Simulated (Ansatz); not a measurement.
`[Au][Au]` + dimethylamine → `C[N](C)[Au]` + `[AuH]` at 298.15 K and 1 bar (cleavage of the Au–Au bond).

Calculated with Ansatz (gas phase, PBE0-D4/def2-TZVP geometries, no zero-point term in ΔE). CCSD(T)/CBS is the MP2 limit (def2-TZVPP, def2-QZVPP) plus CCSD(T) − MP2 in def2-TZVPP, frozen cores. Elements past krypton have def2 core potentials. For Au outer-core shells are correlated without core-valence functions, which leaves a few kJ/mol of doubt a bond.

| species | CCSD(T)/CBS energy (Eh) | H − E (kJ/mol) | S (J/(mol·K)) |
| --- | --- | --- | --- |
| `[Au][Au]` | -271.06425 | 11.3 | 270.3 |
| `CNC` | -135.00321 | 256.9 | 271.4 |
| `C[N](C)[Au]` | -269.89851 | 229.9 | 324.6 |
| `[AuH]` | -136.10998 | 22.1 | 211.2 |

H − E and S are ideal-gas, rigid-rotor, harmonic terms from PBE0-D4/def2-TZVP. 1 Eh = 2625.50 kJ/mol, R = 8.31446 J/(mol·K).

Question: By hand: ΔE, ΔH, ΔS and ΔG.

Answer: ΔE = (-269.89851) + (-136.10998) − (-271.06425) − (-135.00321) = 0.05897 Eh = 154.8 kJ/mol. Δ(H − E) = 229.9 + 22.1 − 11.3 − 256.9 = -16.2, so ΔH = 138.6 kJ/mol. ΔS = 324.6 + 211.2 − 270.3 − 271.4 = -5.9 J/(mol·K). ΔG = 138.6 − 298.15 × (-5.9)/1000 = 140.4 kJ/mol.

Question: By hand: the equilibrium constant, and the temperature at which ΔG would vanish if ΔH and ΔS stayed fixed.

Answer: log₁₀ K = −ΔG/(RT ln 10) = -24.6. ΔH and −TΔS have one sign here, so there is no such temperature.

The number of gas molecules stays the same, so ΔS is small and ΔH decides. A doubt of 5 kJ/mol in ΔE shifts log₁₀ K by 0.9 here. These are equilibria of isolated gas molecules and say nothing of rates. Largest T1 diagnostic: 0.029 (customary marks: 0.02 for closed shells, 0.045 for open ones).

ΔS is within the doubt of such terms, so its sign, and with it that verdict, could turn.
